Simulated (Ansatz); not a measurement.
Cost and result for the atomization energy of `F[SiH2][SbH][SeH]` (8 atoms, 7 bonds).

The species carries charge 0 and has multiplicity 1. Correlated methods include outer-core shells of Sb, Se, which these sets cover unevenly. Scalar relativity is left out up to krypton. Sb takes the def2 core potential. All single points use the PBE0-D4/def2-TZVP geometry. It is one conformer, not always the lowest. Program: Ansatz. All runs use 4 threads of an AMD EPYC 9R45 on a shared host. Times are those of one run each, without the atoms' runs, and a repeat can differ threefold. Electronic energies, without spin–orbit coupling; frozen cores. CCSD(T)/CBS adds CCSD(T) − MP2 in def2-TZVPP to the MP2 limit, and its time is that of the two runs behind it. T1 = 0.012. With those shells the extrapolation isn't a true limit. B3LYP takes the VWN-RPA correlation (the form of Gaussian; ORCA's B3LYP/G).

CCSD(T)/CBS is a level of theory with its own doubt, some kJ/mol a heavy atom from the limit and from the frozen cores, so smaller differences don't rank the functionals.

```csv
level,functions,wall time
LDA (SPW92)/def2-TZVPP,227,0.5 s
revPBE-D4/def2-TZVPP,227,0.7 s
PBE-D4/def2-TZVPP (with forces),227,0.9 s
PBE0-D4/def2-TZVPP,227,1.1 s
r2SCAN-D4/def2-TZVPP (with forces),227,1.5 s
B3LYP-D4/def2-TZVPP (with forces),227,1.8 s
B2PLYP/def2-TZVPP,227,2 s
ωB97X-V/def2-TZVPP,227,2.9 s
CCSD(T)/def2-SVP,110,3 s
B97M-V/def2-TZVPP,227,3.1 s
MP2/def2-QZVPP,418,7 s
CCSD(T)/def2-TZVPP,227,57 s
CCSD(T)/CBS(def2),–,64 s
```

**Question.** What atomization energy does each give, and how far from CCSD(T)/CBS? (Best estimate.)

**Answer.** Ansatz gave: 
```tsv
level	atomization (kJ/mol)	difference from CCSD(T)/CBS	per bond
LDA (SPW92)/def2-TZVPP	2586.9	318.7	45.5
revPBE-D4/def2-TZVPP	2202.3	-65.9	-9.4
PBE-D4/def2-TZVPP (with forces)	2260.6	-7.6	-1.1
PBE0-D4/def2-TZVPP	2214.3	-53.9	-7.7
r2SCAN-D4/def2-TZVPP (with forces)	2242.8	-25.4	-3.6
B3LYP-D4/def2-TZVPP (with forces)	2249.4	-18.8	-2.7
B2PLYP/def2-TZVPP	2203.4	-64.8	-9.2
ωB97X-V/def2-TZVPP	2272.7	4.5	0.6
CCSD(T)/def2-SVP	2008.5	-259.7	-37.1
B97M-V/def2-TZVPP	2261.8	-6.4	-0.9
MP2/def2-QZVPP	2232.5	-35.7	-5.1
CCSD(T)/def2-TZVPP	2172.7	-95.5	-13.6
CCSD(T)/CBS(def2)	2268.2	0.0	0.0
```

In def2-TZVPP, CCSD(T) changes the Hartree–Fock value by +637.0 kJ/mol (the triples alone add +39.9 kJ/mol) and MP2 by +639.4 kJ/mol; breaking electron pairs costs correlation energy, which Hartree–Fock lacks. From r2SCAN to r2SCAN0 (25 % exact exchange), in def2-TZVPP and without D4, the atomization energy moves by −47.0 kJ/mol: exact exchange takes away binding that semilocal exchange gives to molecules. The D4 term adds +37.9 kJ/mol with B3LYP and +19.8 kJ/mol with PBE0; it sums over pairs of atoms, weighted by their polarisabilities, and B3LYP, whose exchange is more repulsive, gets the larger term.

For some Ge, Se and Sn compounds the MP2-based and the directly extrapolated limit differ by 10 to 25 kJ/mol.
